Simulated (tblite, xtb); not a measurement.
hexafluoroethane (C$_{2}$F$_{6}$), singlet, at a GFN2-xTB geometry. Base run: GFN1-xTB in xtb.

Input for xtb:
```
$ xtb mol.xyz --gfn 1 --json

# file mol.xyz
8

F      1.40411511    -0.28283952    -1.02131229
C      0.76712540    -0.06168844     0.12248110
F      1.24344065     1.05549696     0.65908857
F      1.02641252    -1.06809983     0.94881838
C     -0.76712540     0.06168844    -0.12248110
F     -1.02641252     1.06809983    -0.94881838
F     -1.24344065    -1.05549696    -0.65908857
F     -1.40411511     0.28283952     1.02131229
```

Programs used: tblite, xtb; a row that names a program was run with it.

Variants of this job, named by their change:

```
change                                                    ΔE vs base (kcal/mol)  HOMO-LUMO gap (eV)  G_solv (kcal/mol)  SCF cycles
--------------------------------------------------------  ---------------------  ------------------  -----------------  ----------
base                                                                      0.000               12.44                  -           8
gbsa = methanol                                                             [?]               12.46                [?]           8
acc = 0.0001                                                              0.000               12.44                  -           9
etemp = 10000                                                            -0.163               12.44                  -           8
acc = 1000                                                                0.000               12.44                  -           5
acc = 0.1                                                                 0.000               12.44                  -           8
program = tblite; method = gfn1; option = (--guess, eeq)                  0.000                   -                  -           -
alpb = toluene                                                           -0.333               12.46              -0.36           8
alpb = ether                                                              0.478               12.44               0.48           8
```

Question: Some entries are withheld; supply them.

Answer: 
- gbsa = methanol, ΔE vs base (kcal/mol): 1.11
- gbsa = methanol, G_solv (kcal/mol): 1.08

ALPB and GBSA are two models with their own fitted parameters for each solvent, which aren't always the measured dielectric constant.
